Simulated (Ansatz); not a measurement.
AlH3O2Se, SMILES `[OH][Al]([OH])[SeH]`, relaxed with RKS PBE-D4/def2-SVP in Ansatz 0.2.0 from a rough embedded geometry. The force threshold is 0.03 eV/Å; the program also tests the step.

Total charge 0; spin multiplicity 1.

Start:

```xyz
7

O    -1.406    0.616   -1.165
Al   -0.443    0.141    0.245
O     0.320    1.425    1.255
Se   -0.081   -2.154    0.831
H    -0.766    0.618   -1.967
H     1.241    1.583    0.853
H     1.136   -2.229   -0.053
```

By how much does the energy fall, and how many steps does the optimiser take? (Estimate.)

The calculation gave: 74.69 kJ/mol, in 17 steps, 2 of them rejected.

Which bonds change most? (An estimate is asked.)

Ansatz gave: Al2–O3 from 1.803 to 1.710 Å; Al2–Se4 from 2.397 to 2.336 Å; O1–Al2 from 1.772 to 1.711 Å; O1–H5 from 1.026 to 0.968 Å.

Give the relaxed structure. (An estimate is asked.)

The calculation gave: 
```xyz
7

O    -0.850    0.642   -1.351
Al    0.004    0.313    0.095
O     0.391    1.686    1.037
Se    0.621   -1.831    0.788
H    -1.187   -0.040   -1.950
H     0.919    1.660    1.848
H     0.102   -2.430   -0.468
```
